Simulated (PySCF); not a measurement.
## SrHg: one state, many levels of theory

State: ¹Σ⁺ (singlet), closed shell. Set-up: Sr def2-SVPD with ECP28, Hg def2-SVPD with ECP60; scalar-relativistic core potentials (PySCF 2.14). De refers to Sr + Hg in their ground configurations, without counterpoise correction. A positive dipole means Sr(−)Hg(+). Levels whose curve was spin-contaminated or gave no clean fit are not listed.

```json
{"Level": "RHF-MP2", "Re (Å)": "3.987", "ωe (cm⁻¹)": "22.4", "De (eV)": "0.075", "μ (D)": "n/a"}
{"Level": "PBE", "Re (Å)": "3.888", "ωe (cm⁻¹)": "36.0", "De (eV)": "0.104", "μ (D)": "-0.08"}
{"Level": "PW91", "Re (Å)": "3.856", "ωe (cm⁻¹)": "37.5", "De (eV)": "0.126", "μ (D)": "-0.10"}
{"Level": "r²SCAN", "Re (Å)": "3.815", "ωe (cm⁻¹)": "37.5", "De (eV)": "0.100", "μ (D)": "0.24"}
{"Level": "TPSSh", "Re (Å)": "3.940", "ωe (cm⁻¹)": "32.1", "De (eV)": "0.066", "μ (D)": "0.24"}
{"Level": "PBE0", "Re (Å)": "4.004", "ωe (cm⁻¹)": "30.6", "De (eV)": "0.074", "μ (D)": "0.05"}
{"Level": "LC-ωPBE", "Re (Å)": "4.394", "ωe (cm⁻¹)": "16.7", "De (eV)": "0.023", "μ (D)": "0.27"}
```

Problem. What does a quarter of exact exchange do here, going from PBE to PBE0?

Solution. PBE0 less PBE: +11.6 pm in Re, -15.0 % in ωe, -0.03 eV in De. Exact exchange removes part of the self-interaction that spreads semilocal densities, and in most molecules shortens and stiffens the bond and lowers De; here Re and ωe go the other way.

Problem. What does the step from GGA to meta-GGA do here, going from PBE to r²SCAN?

Solution. r²SCAN less PBE: -7.3 pm in Re, +4.2 % in ωe, -0.00 eV in De. 

Correlated steps freeze no core orbitals. Closed-shell solutions of metal pairs were not tested for spin polarisation, which can lower them a little. The bond is weak. Basis-set superposition, not corrected here, can be much of De in a small basis, most of all at correlated wavefunction levels. Functionals without a dispersion term scatter widely for such bonds, and LDA overbinds them. Spin–orbit coupling is left out.
